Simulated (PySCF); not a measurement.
## `CSC=C=CB(C)C`, C6H11BS

Geometry (Å), atoms numbered from 1 in this order:
```xyz
19

C     2.768    0.775   -0.238
S     3.262   -0.398    1.033
C     1.777   -1.326    1.223
C     0.674   -1.196    0.529
C    -0.456   -1.006   -0.125
B    -1.532    0.021    0.364
C    -2.911    0.090   -0.388
C    -1.244    0.964    1.587
H     1.921    1.389    0.102
H     2.497    0.259   -1.171
H     3.638    1.421   -0.420
H     1.838   -2.075    2.022
H    -0.625   -1.599   -1.037
H    -2.874   -0.234   -1.440
H    -3.409    1.070   -0.322
H    -3.577   -0.626    0.133
H    -1.009    1.964    1.172
H    -0.392    0.662    2.213
H    -2.134    1.115    2.219
```

The calculation used quadratic response CAM-B3LYP/aug-cc-pVDZ first hyperpolarisability, Taylor convention, gas phase in PySCF 2.14.0. Geometry: PBE0-D3(BJ)/def2-SVP.

Q: Give the tensor of the second harmonic β(−2ω;ω,ω) at 1907 nm in the axes of these coordinates.

A: In au, Taylor convention; rows are the first index (the induced dipole):
```tsv
	xx	yy	zz	xy	xz	yz
x	+218.7	+50.4	-15.7	-1.5	-31.6	+16.9
y	-1.3	+7.3	+6.8	+49.8	+16.8	+5.8
z	-29.9	+5.9	-6.1	+16.5	-15.5	+6.9
```
Norm of βᵢ = ⅓ Σⱼ (βᵢⱼⱼ + βⱼᵢⱼ + βⱼⱼᵢ): 255.4 au, hyper-Rayleigh value 103.8 au.
